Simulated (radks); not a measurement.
Charge is removed step by step from the 2p down level of the calcium ion Ca2+, starting from [He] 2s2 2p(up 3, down 3) 3s2 3p6. Calculated with a radial shooting solver on a logarithmic mesh with Libxc functionals: scalar-relativistic Kohn-Sham, PBE, spin-polarised, spherical densities, point nucleus.

removed (e)  E - E(0) (eV)  eigenvalue (eV)  E minus straight line (eV)
0                    0.000          -350.20                       0.000
0.125               44.136          -356.16                      -2.654
0.25                89.020          -362.16                      -4.561
0.375               134.66          -368.21                      -5.715
0.5                 181.05          -374.30                      -6.110
0.625               228.21          -380.44                      -5.741
0.75                276.14          -386.61                      -4.603
0.875               324.84          -392.82                      -2.691
1                   374.32          -399.08                       0.000

Removing the whole electron costs 374.32 eV by Delta-SCF, against 350.20 eV from minus the eigenvalue at the starting occupation. Slater's transition state (half an electron removed) gives 374.30 eV. Integrating minus the eigenvalue over the occupation (Janak's theorem) gives 374.41 eV. In this scalar-relativistic scheme the density is built from large components alone, so the theorem holds only approximately. The mean slope of the eigenvalue, de/dn, is 48.9 eV per electron.
